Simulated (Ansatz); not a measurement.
Molecular dynamics of C₂H₆BF

Input file:

```yaml
crystal:
  periodic: [false, false, false]
  atoms:
    - { symbol: B, position_ang: [-0.002903, 0.240014, -0.044821] }
    - { symbol: F, position_ang: [-0.009165, 0.743405, 1.16785] }
    - { symbol: C, position_ang: [1.382092, -0.075525, -0.753114] }
    - { symbol: H, position_ang: [1.385187, -1.090001, -1.169833] }
    - { symbol: H, position_ang: [1.534255, 0.608194, -1.599106] }
    - { symbol: H, position_ang: [2.244486, 0.024329, -0.084616] }
    - { symbol: C, position_ang: [-1.38037, -0.046114, -0.779776] }
    - { symbol: H, position_ang: [-1.536729, -1.129423, -0.871517] }
    - { symbol: H, position_ang: [-2.247144, 0.371443, -0.255529] }
    - { symbol: H, position_ang: [-1.36971, 0.353578, -1.801039] }
basis:
  gaussian: { orbitals: STO-3G }
hamiltonian:
  xc: pbe0
md:
  timestep: 0.25
  n_steps: 166
  ensemble: nvt_langevin
  temperature: 300.0
  initial_velocities: maxwell_boltzmann
  seed: 138128
  friction: 0.02
  masses: [{ species: H, mass: 2.014 }]
```

Run as:

```bash
$ ansatz run input.yaml --threads 1 --pin off --max-ram 2048MiB --backend cpu --events-out ev --progress --plain --runs-dir out
```

It starts from a relaxed structure.

Output, in part (one step line in 3, the closing report, with atoms numbered from 0):

```
md step     0: t =     0.00 fs  T =   270.0 K  F+E_penalty+E_count = -5488.26457778 eV  E_kin = 0.349002 eV  (20 SCF iters)
md step     3: t =     0.75 fs  T =   265.3 K  F+E_penalty+E_count = -5488.24271228 eV  E_kin = 0.342866 eV  (20 SCF iters)
md step     6: t =     1.50 fs  T =   225.2 K  F+E_penalty+E_count = -5488.18486431 eV  E_kin = 0.291055 eV  (20 SCF iters)
md step     9: t =     2.25 fs  T =   159.8 K  F+E_penalty+E_count = -5488.12173911 eV  E_kin = 0.206560 eV  (20 SCF iters)
md step    12: t =     3.00 fs  T =   142.8 K  F+E_penalty+E_count = -5488.08377263 eV  E_kin = 0.184639 eV  (20 SCF iters)
md step    15: t =     3.75 fs  T =   150.6 K  F+E_penalty+E_count = -5488.06849737 eV  E_kin = 0.194678 eV  (20 SCF iters)
md step    18: t =     4.50 fs  T =   154.5 K  F+E_penalty+E_count = -5488.07351887 eV  E_kin = 0.199692 eV  (20 SCF iters)
md step    21: t =     5.25 fs  T =   168.5 K  F+E_penalty+E_count = -5488.08238417 eV  E_kin = 0.217823 eV  (20 SCF iters)
md step    24: t =     6.00 fs  T =   202.3 K  F+E_penalty+E_count = -5488.08517416 eV  E_kin = 0.261515 eV  (20 SCF iters)
md step    27: t =     6.75 fs  T =   176.7 K  F+E_penalty+E_count = -5488.07034091 eV  E_kin = 0.228362 eV  (20 SCF iters)
md step    30: t =     7.50 fs  T =   158.4 K  F+E_penalty+E_count = -5488.03969661 eV  E_kin = 0.204803 eV  (20 SCF iters)
md step    33: t =     8.25 fs  T =   147.0 K  F+E_penalty+E_count = -5488.01030415 eV  E_kin = 0.189988 eV  (20 SCF iters)
md step    36: t =     9.00 fs  T =   131.9 K  F+E_penalty+E_count = -5487.99283605 eV  E_kin = 0.170503 eV  (20 SCF iters)
md step    39: t =     9.75 fs  T =   122.1 K  F+E_penalty+E_count = -5487.98556688 eV  E_kin = 0.157853 eV  (20 SCF iters)
md step    42: t =    10.50 fs  T =   154.8 K  F+E_penalty+E_count = -5487.99417082 eV  E_kin = 0.200055 eV  (20 SCF iters)
md step    45: t =    11.25 fs  T =   196.4 K  F+E_penalty+E_count = -5488.02262419 eV  E_kin = 0.253880 eV  (20 SCF iters)
md step    48: t =    12.00 fs  T =   229.0 K  F+E_penalty+E_count = -5488.06342278 eV  E_kin = 0.295974 eV  (20 SCF iters)
md step    51: t =    12.75 fs  T =   229.6 K  F+E_penalty+E_count = -5488.09605230 eV  E_kin = 0.296778 eV  (20 SCF iters)
md step    54: t =    13.50 fs  T =   269.8 K  F+E_penalty+E_count = -5488.11440442 eV  E_kin = 0.348725 eV  (20 SCF iters)
md step    57: t =    14.25 fs  T =   255.9 K  F+E_penalty+E_count = -5488.11718395 eV  E_kin = 0.330724 eV  (20 SCF iters)
md step    60: t =    15.00 fs  T =   251.2 K  F+E_penalty+E_count = -5488.10443706 eV  E_kin = 0.324670 eV  (20 SCF iters)
md step    63: t =    15.75 fs  T =   227.9 K  F+E_penalty+E_count = -5488.08311561 eV  E_kin = 0.294564 eV  (20 SCF iters)
md step    66: t =    16.50 fs  T =   250.2 K  F+E_penalty+E_count = -5488.05814067 eV  E_kin = 0.323434 eV  (22 SCF iters)
md step    69: t =    17.25 fs  T =   236.1 K  F+E_penalty+E_count = -5488.03265178 eV  E_kin = 0.305233 eV  (20 SCF iters)
md step    72: t =    18.00 fs  T =   201.5 K  F+E_penalty+E_count = -5488.00598158 eV  E_kin = 0.260502 eV  (20 SCF iters)
md step    75: t =    18.75 fs  T =   184.9 K  F+E_penalty+E_count = -5487.97903779 eV  E_kin = 0.239065 eV  (20 SCF iters)
md step    78: t =    19.50 fs  T =   180.8 K  F+E_penalty+E_count = -5487.95465158 eV  E_kin = 0.233659 eV  (20 SCF iters)
md step    81: t =    20.25 fs  T =   205.9 K  F+E_penalty+E_count = -5487.94860952 eV  E_kin = 0.266143 eV  (20 SCF iters)
md step    84: t =    21.00 fs  T =   216.8 K  F+E_penalty+E_count = -5487.94958171 eV  E_kin = 0.280239 eV  (20 SCF iters)
md step    87: t =    21.75 fs  T =   226.6 K  F+E_penalty+E_count = -5487.95309195 eV  E_kin = 0.292861 eV  (20 SCF iters)
md step    90: t =    22.50 fs  T =   233.2 K  F+E_penalty+E_count = -5487.95201587 eV  E_kin = 0.301492 eV  (20 SCF iters)
md step    93: t =    23.25 fs  T =   248.9 K  F+E_penalty+E_count = -5487.94519035 eV  E_kin = 0.321726 eV  (20 SCF iters)
md step    96: t =    24.00 fs  T =   222.6 K  F+E_penalty+E_count = -5487.92928112 eV  E_kin = 0.287765 eV  (20 SCF iters)
md step    99: t =    24.75 fs  T =   245.5 K  F+E_penalty+E_count = -5487.92784547 eV  E_kin = 0.317381 eV  (19 SCF iters)
md step   102: t =    25.50 fs  T =   285.7 K  F+E_penalty+E_count = -5487.93817143 eV  E_kin = 0.369282 eV  (19 SCF iters)
md step   105: t =    26.25 fs  T =   303.4 K  F+E_penalty+E_count = -5487.96289381 eV  E_kin = 0.392110 eV  (20 SCF iters)
md step   108: t =    27.00 fs  T =   318.6 K  F+E_penalty+E_count = -5487.99324061 eV  E_kin = 0.411831 eV  (20 SCF iters)
md step   111: t =    27.75 fs  T =   336.6 K  F+E_penalty+E_count = -5488.02333086 eV  E_kin = 0.435138 eV  (20 SCF iters)
md step   114: t =    28.50 fs  T =   361.9 K  F+E_penalty+E_count = -5488.04251071 eV  E_kin = 0.467732 eV  (20 SCF iters)
md step   117: t =    29.25 fs  T =   350.0 K  F+E_penalty+E_count = -5488.04127854 eV  E_kin = 0.452374 eV  (20 SCF iters)
md step   120: t =    30.00 fs  T =   330.2 K  F+E_penalty+E_count = -5488.01944009 eV  E_kin = 0.426808 eV  (20 SCF iters)
md step   123: t =    30.75 fs  T =   307.8 K  F+E_penalty+E_count = -5487.98504246 eV  E_kin = 0.397872 eV  (20 SCF iters)
md step   126: t =    31.50 fs  T =   293.1 K  F+E_penalty+E_count = -5487.95006043 eV  E_kin = 0.378810 eV  (20 SCF iters)
md step   129: t =    32.25 fs  T =   299.4 K  F+E_penalty+E_count = -5487.93255940 eV  E_kin = 0.386981 eV  (20 SCF iters)
md step   132: t =    33.00 fs  T =   340.3 K  F+E_penalty+E_count = -5487.93524551 eV  E_kin = 0.439835 eV  (20 SCF iters)
md step   135: t =    33.75 fs  T =   344.1 K  F+E_penalty+E_count = -5487.95582305 eV  E_kin = 0.444829 eV  (20 SCF iters)
md step   138: t =    34.50 fs  T =   375.1 K  F+E_penalty+E_count = -5487.98400086 eV  E_kin = 0.484875 eV  (19 SCF iters)
md step   141: t =    35.25 fs  T =   381.4 K  F+E_penalty+E_count = -5487.99990060 eV  E_kin = 0.492998 eV  (19 SCF iters)
md step   144: t =    36.00 fs  T =   381.0 K  F+E_penalty+E_count = -5487.99123566 eV  E_kin = 0.492493 eV  (19 SCF iters)
md step   147: t =    36.75 fs  T =   384.4 K  F+E_penalty+E_count = -5487.95932899 eV  E_kin = 0.496857 eV  (20 SCF iters)
md step   150: t =    37.50 fs  T =   361.5 K  F+E_penalty+E_count = -5487.91691592 eV  E_kin = 0.467217 eV  (20 SCF iters)
md step   153: t =    38.25 fs  T =   315.6 K  F+E_penalty+E_count = -5487.89347927 eV  E_kin = 0.407935 eV  (20 SCF iters)
md step   156: t =    39.00 fs  T =   321.3 K  F+E_penalty+E_count = -5487.90737966 eV  E_kin = 0.415292 eV  (20 SCF iters)
md step   159: t =    39.75 fs  T =   350.6 K  F+E_penalty+E_count = -5487.94790490 eV  E_kin = 0.453198 eV  (20 SCF iters)
md step   162: t =    40.50 fs  T =   423.6 K  F+E_penalty+E_count = -5487.99694241 eV  E_kin = 0.547489 eV  (20 SCF iters)
md step   165: t =    41.25 fs  T =   430.9 K  F+E_penalty+E_count = -5488.02150526 eV  E_kin = 0.556939 eV  (20 SCF iters)
md step   166: t =    41.50 fs  T =   432.7 K  F+E_penalty+E_count = -5488.02047793 eV  E_kin = 0.559301 eV  (22 SCF iters)
Total energy: -5488.02049402 eV, -201.6810332414 hartree
Atom 0 at    -0.001624     0.254795    -0.010856 Å, force    -0.303099    -0.767302     0.593501 eV/Å
Atom 1 at     0.044012     0.824957     1.157352 Å, force    -0.223735     0.604961     0.780147 eV/Å
Atom 2 at     1.393543    -0.062988    -0.684433 Å, force     0.244247    -0.585529     0.407422 eV/Å
Atom 3 at     1.431340    -1.056630    -1.137341 Å, force     0.069406    -0.273949     0.241428 eV/Å
Atom 4 at     1.381423     0.588042    -1.520224 Å, force     0.457926     1.207827    -1.615778 eV/Å
Atom 5 at     2.338911     0.141390    -0.119836 Å, force    -1.131028    -0.256166    -0.177168 eV/Å
Atom 6 at    -1.449960    -0.144986    -0.592674 Å, force     0.399933    -0.373087     0.442084 eV/Å
Atom 7 at    -1.583260    -1.245687    -0.524469 Å, force    -0.033411     0.529354     0.090581 eV/Å
Atom 8 at    -2.309202     0.354659    -0.125424 Å, force     0.293492    -0.190609     0.512307 eV/Å
Atom 9 at    -1.553407     0.102887    -1.629255 Å, force     0.226267     0.104499    -1.274523 eV/Å
Dipole moment:    -0.006786     0.011114    -0.057788 e Å
```

The run went to its last step. A run of 0.042 ps of so small a system gives no equilibrium averages. Limits of this set-up: minimal basis.

The same pairs are bonded in the first frame and the last. Pairs count as bonded within 1.25 times the sum of covalent radii (0.12 Å more for H–H).

Last frame:

```xyz
10
Properties=species:S:1:pos:R:3
B -0.002 0.255 -0.011
F 0.044 0.825 1.157
C 1.393 -0.063 -0.684
H 1.431 -1.057 -1.137
H 1.381 0.588 -1.520
H 2.339 0.141 -0.120
C -1.450 -0.145 -0.593
H -1.583 -1.246 -0.524
H -2.309 0.355 -0.125
H -1.553 0.103 -1.629
```

The run took 3.6 min on 1 thread of Arm Neoverse V1, with other jobs on the host, peak memory 0.08 GiB.
